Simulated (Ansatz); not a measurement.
`C[Si](F)(F)[GeH3]` → C• + 2 F• + Ge• + 6 H• + Si•  (atomization)

Program: Ansatz. Geometries: PBE0-D4/def2-TZVP. ΔE: electronic, gas phase. CCSD(T)/CBS is the MP2 limit (def2-TZVPP, def2-QZVPP) plus CCSD(T) − MP2 in def2-TZVPP, frozen cores. This one scheme is used for every species, atoms too. DFT in def2-TZVPP. B3LYP here is the variant with VWN-RPA as its local correlation; programs differ in this. Open shells (•) are unrestricted, without spin–orbit coupling. Spin–orbit coupling would lower the free atoms: a little for C, F, Si; clearly for Ge. Bonds to Ge are less sure, by a few kJ/mol each and by 10 to 20 or more in all where they break to atoms, as the def2 sets lack core-valence functions. Scalar relativity is left out up to krypton.

**Question.** What is ΔE at CCSD(T)/CBS? (Best estimate.)

**Answer.** Computed: +40.78 eV.

**Question.** What do these levels give: PBE-D4, ωB97X-V, ωB97M-V, B2PLYP, r2SCAN, PBE0, B3LYP, MP2/def2-TZVPP, SCS-MP2/def2-TZVPP, CCSD/def2-TZVPP, HF/CBS(def2), MP2/CBS(def2)? (An estimate is asked.)

**Answer.** Computed: PBE-D4 40.70, ωB97X-V 40.76, ωB97M-V 40.52, B2PLYP 40.08, r2SCAN 40.63, PBE0 40.00, B3LYP 39.97, MP2/def2-TZVPP 40.31, SCS-MP2/def2-TZVPP 40.10, CCSD/def2-TZVPP 39.35, HF/CBS(def2) 30.70, MP2/CBS(def2) 41.27 eV.

Largest T1 diagnostic among the species: 0.012.

The D4 term adds +0.38 eV with B3LYP and +0.20 eV with PBE0; it sums over pairs of atoms, weighted by their polarisabilities, and B3LYP, whose exchange is more repulsive, gets the larger term. In def2-TZVPP, CCSD(T) changes the Hartree–Fock value by +9.21 eV (the triples alone add +0.47 eV) and MP2 by +9.71 eV; breaking electron pairs costs correlation energy, which Hartree–Fock lacks. From PBE to PBE0 (25 % exact exchange), in def2-TZVPP and without D4, ΔE moves by −0.47 eV: exact exchange takes away binding that semilocal exchange gives to molecules.

For atomizations the MP2-based limit and the directly extrapolated one differ by several kJ/mol either way, and by 10 to 25 for some Ge, Se and Sn compounds, so smaller differences from it don't rank the levels.
